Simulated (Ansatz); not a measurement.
MgI2. Charge 0, multiplicity 1. Geometry r2SCAN-D4/def2-TZVP.

```xyz
3

Mg    0.002   -0.001   -0.002
I    -1.817   -0.265   -1.741
I     1.815    0.266    1.742
```

In the def2 sets I takes a core potential; there is no spin–orbit coupling. LC-ωPBE has ω = 0.4 bohr⁻¹.

Problem. Estimate the orbital energies around the gap (eV) in Ansatz with PBE-D4/def2-TZVP, PBE0-D4/def2-SVP, PBE0-D4/def2-TZVP, CAM-B3LYP-D4/def2-TZVP, LC-ωPBE/def2-TZVP.

Solution. 
```json
{"orbital": "HOMO−13", "PBE-D4/def2-TZVP": "-48.92", "PBE0-D4/def2-SVP": "-52.44", "PBE0-D4/def2-TZVP": "-52.43", "CAM-B3LYP-D4/def2-TZVP": "-53.69", "LC-ωPBE/def2-TZVP": "-54.42"}
{"orbital": "HOMO−12", "PBE-D4/def2-TZVP": "-48.92", "PBE0-D4/def2-SVP": "-52.44", "PBE0-D4/def2-TZVP": "-52.43", "CAM-B3LYP-D4/def2-TZVP": "-53.69", "LC-ωPBE/def2-TZVP": "-54.42"}
{"orbital": "HOMO−11", "PBE-D4/def2-TZVP": "-48.92", "PBE0-D4/def2-SVP": "-52.29", "PBE0-D4/def2-TZVP": "-52.33", "CAM-B3LYP-D4/def2-TZVP": "-53.59", "LC-ωPBE/def2-TZVP": "-54.32"}
{"orbital": "HOMO−10", "PBE-D4/def2-TZVP": "-48.76", "PBE0-D4/def2-SVP": "-52.29", "PBE0-D4/def2-TZVP": "-52.33", "CAM-B3LYP-D4/def2-TZVP": "-53.59", "LC-ωPBE/def2-TZVP": "-54.32"}
{"orbital": "HOMO−9", "PBE-D4/def2-TZVP": "-48.76", "PBE0-D4/def2-SVP": "-52.29", "PBE0-D4/def2-TZVP": "-52.33", "CAM-B3LYP-D4/def2-TZVP": "-53.59", "LC-ωPBE/def2-TZVP": "-54.32"}
{"orbital": "HOMO−8", "PBE-D4/def2-TZVP": "-48.61", "PBE0-D4/def2-SVP": "-52.29", "PBE0-D4/def2-TZVP": "-52.33", "CAM-B3LYP-D4/def2-TZVP": "-53.59", "LC-ωPBE/def2-TZVP": "-54.32"}
{"orbital": "HOMO−7", "PBE-D4/def2-TZVP": "-17.11", "PBE0-D4/def2-SVP": "-19.07", "PBE0-D4/def2-TZVP": "-19.06", "CAM-B3LYP-D4/def2-TZVP": "-20.80", "LC-ωPBE/def2-TZVP": "-22.58"}
{"orbital": "HOMO−6", "PBE-D4/def2-TZVP": "-17.04", "PBE0-D4/def2-SVP": "-19.00", "PBE0-D4/def2-TZVP": "-18.98", "CAM-B3LYP-D4/def2-TZVP": "-20.71", "LC-ωPBE/def2-TZVP": "-22.47"}
{"orbital": "HOMO−5", "PBE-D4/def2-TZVP": "-8.43", "PBE0-D4/def2-SVP": "-9.60", "PBE0-D4/def2-TZVP": "-9.57", "CAM-B3LYP-D4/def2-TZVP": "-10.86", "LC-ωPBE/def2-TZVP": "-12.20"}
{"orbital": "HOMO−4", "PBE-D4/def2-TZVP": "-7.59", "PBE0-D4/def2-SVP": "-8.76", "PBE0-D4/def2-TZVP": "-8.68", "CAM-B3LYP-D4/def2-TZVP": "-9.85", "LC-ωPBE/def2-TZVP": "-11.18"}
{"orbital": "HOMO−3", "PBE-D4/def2-TZVP": "-6.78", "PBE0-D4/def2-SVP": "-7.87", "PBE0-D4/def2-TZVP": "-7.90", "CAM-B3LYP-D4/def2-TZVP": "-9.14", "LC-ωPBE/def2-TZVP": "-10.50"}
{"orbital": "HOMO−2", "PBE-D4/def2-TZVP": "-6.78", "PBE0-D4/def2-SVP": "-7.87", "PBE0-D4/def2-TZVP": "-7.90", "CAM-B3LYP-D4/def2-TZVP": "-9.14", "LC-ωPBE/def2-TZVP": "-10.50"}
{"orbital": "HOMO−1", "PBE-D4/def2-TZVP": "-6.65", "PBE0-D4/def2-SVP": "-7.72", "PBE0-D4/def2-TZVP": "-7.76", "CAM-B3LYP-D4/def2-TZVP": "-8.98", "LC-ωPBE/def2-TZVP": "-10.34"}
{"orbital": "HOMO", "PBE-D4/def2-TZVP": "-6.65", "PBE0-D4/def2-SVP": "-7.72", "PBE0-D4/def2-TZVP": "-7.76", "CAM-B3LYP-D4/def2-TZVP": "-8.98", "LC-ωPBE/def2-TZVP": "-10.34"}
{"orbital": "LUMO", "PBE-D4/def2-TZVP": "-2.61", "PBE0-D4/def2-SVP": "-1.87", "PBE0-D4/def2-TZVP": "-1.92", "CAM-B3LYP-D4/def2-TZVP": "-1.13", "LC-ωPBE/def2-TZVP": "-0.04"}
{"orbital": "LUMO+1", "PBE-D4/def2-TZVP": "-1.36", "PBE0-D4/def2-SVP": "-0.70", "PBE0-D4/def2-TZVP": "-0.73", "CAM-B3LYP-D4/def2-TZVP": "0.10", "LC-ωPBE/def2-TZVP": "1.06"}
{"orbital": "LUMO+2", "PBE-D4/def2-TZVP": "-1.36", "PBE0-D4/def2-SVP": "-0.70", "PBE0-D4/def2-TZVP": "-0.73", "CAM-B3LYP-D4/def2-TZVP": "0.10", "LC-ωPBE/def2-TZVP": "1.06"}
{"orbital": "LUMO+3", "PBE-D4/def2-TZVP": "0.61", "PBE0-D4/def2-SVP": "1.18", "PBE0-D4/def2-TZVP": "1.26", "CAM-B3LYP-D4/def2-TZVP": "1.99", "LC-ωPBE/def2-TZVP": "3.05"}
{"orbital": "LUMO+4", "PBE-D4/def2-TZVP": "0.94", "PBE0-D4/def2-SVP": "2.16", "PBE0-D4/def2-TZVP": "1.64", "CAM-B3LYP-D4/def2-TZVP": "2.36", "LC-ωPBE/def2-TZVP": "3.51"}
{"orbital": "LUMO+5", "PBE-D4/def2-TZVP": "1.58", "PBE0-D4/def2-SVP": "3.50", "PBE0-D4/def2-TZVP": "2.17", "CAM-B3LYP-D4/def2-TZVP": "2.94", "LC-ωPBE/def2-TZVP": "3.87"}
```
